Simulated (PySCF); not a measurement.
Input for PySCF: R-MP2/6-31G* on HCl (SMILES Cl) with ghost functions, monomers drawn apart or pushed together.

```python
from pyscf import gto, scf, dft, mp
from pyscf.data.elements import chemcore

mol = gto.M(
    atom='''
    Cl   -0.44229765    0.89322134   -0.64111788
    H    -0.26787755    0.01493386    0.28110514
    ghost-Ge    0.17795931   -0.42131594    4.89364456
    ghost-H    0.33747716   -1.34251593    6.11001866
    ghost-H    0.17723954   -1.29388376    3.62123056
    ghost-H    1.34968238    0.56469238    4.81474154
    ghost-H   -1.15155902    0.33875991    4.97150227
    ''',
    basis='6-31g*',
    cart=True,
    charge=0, spin=0, verbose=3, max_memory=1800)
mf = scf.RHF(mol)
mf.conv_tol = 1e-8
mf.max_cycle = 100
mf.kernel()
if not mf.converged:
    mf = mf.newton().run(mf.mo_coeff, mf.mo_occ)
pt = mp.MP2(mf, frozen=chemcore(mol)).run()
```

Program output:

```
converged SCF energy = -460.059770795986
E(RMP2) = -460.192400481658  E_corr = -0.132629685671962
E(SCS-RMP2) = -460.191134195087  E_corr = -0.131363399100338
```

The calculation finished and met its thresholds.

Cost: around 0.9 core-seconds (rough).
